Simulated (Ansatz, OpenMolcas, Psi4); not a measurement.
## A small benchmark: atomisation enthalpy at 298 K

6 molecules holding an element past argon; the atomisation enthalpy at 298 K in kJ/mol, computed less measured. Shapes, held fixed at every level: PBE0-D4/def2-TZVP. Thermal terms are harmonic and unscaled (PBE0-D4/def2-TZVP); the spin-orbit lowering of the free atoms is taken from their spectra. Programs: Ansatz 0.2.0, OpenMolcas 26.06, Psi4 1.11. A level may come from different programs for different species; with the same settings they agree closely. Measured values: Active Thermochemical Tables, CRC Handbook of Chemistry and Physics.

Levels: A = HF/STO-3G; B = r2SCAN-D4/def2-TZVPP; C = PBE0-D4/def2-TZVPP; D = MP2/def2-TZVPP; E = CCSD/def2-TZVPP.

```json
{"molecule": "ICl (iodine monochloride)", "from tabulated heats": "211", "A": "-112", "B": "-12", "C": "-9", "D": "-16", "E": "-51"}
{"molecule": "CBr2ClF (SMILES FC(Cl)(Br)Br)", "from tabulated heats": "1329", "A": "-486", "B": "+18", "C": "+18", "D": "+32", "E": "-130"}
{"molecule": "CBr2F2 (SMILES FC(F)(Br)Br)", "from tabulated heats": "1484", "A": "-565", "B": "+27", "C": "+18", "D": "+42", "E": "-120"}
{"molecule": "CH2BrF (bromofluoromethane)", "from tabulated heats": "1556", "A": "-306", "B": "+7", "C": "+5", "D": "-1", "E": "-76"}
{"molecule": "CHBrCl2 (SMILES ClC(Cl)Br)", "from tabulated heats": "1341", "A": "-340", "B": "+11", "C": "+20", "D": "+11", "E": "-104"}
{"molecule": "GeH4 (germane)", "from tabulated heats": "1153", "A": "+279", "B": "+18", "C": "-10", "D": "-25", "E": "+10"}
```

Task: Sum up the errors.

Result: 
```csv
level,kind,mean error,mean absolute error,worst case
HF/STO-3G,Hartree–Fock,-255.0,348.0,CBr2F2
r2SCAN-D4/def2-TZVPP,meta-GGA,+11.5,15.5,CBr2F2
PBE0-D4/def2-TZVPP,global hybrid,+7.0,13.3,CHBrCl2
MP2/def2-TZVPP,perturbation theory,+7.2,21.2,CBr2F2
CCSD/def2-TZVPP,coupled cluster or CI,-78.5,81.8,CBr2ClF
```

On this set PBE0-D4/def2-TZVPP has the smallest mean absolute error and HF/STO-3G the largest. HF/STO-3G is too low in 5 of 6; r2SCAN-D4/def2-TZVPP is too high in 5 of 6; PBE0-D4/def2-TZVPP is too high in 4 of 6; CCSD/def2-TZVPP is too low in 5 of 6. The molecules' own spin-orbit binding is left out, so errors for heavy halides read too negative. The smallest two are near a tie. Hartree–Fock lacks correlation and underbinds. Rows in very small basis sets show the basis more than the method. Correlated wave functions converge slowly with the basis. CCSD also lacks the triples, which bind further. For atoms past krypton def2 sets carry core potentials with scalar relativity. All-electron rows are non-relativistic unless named. Relativity is left out for Br, Ge. Outer-core shells of Br, Ge, I are correlated in most correlated rows, in sets that cover them unevenly. The set is small.
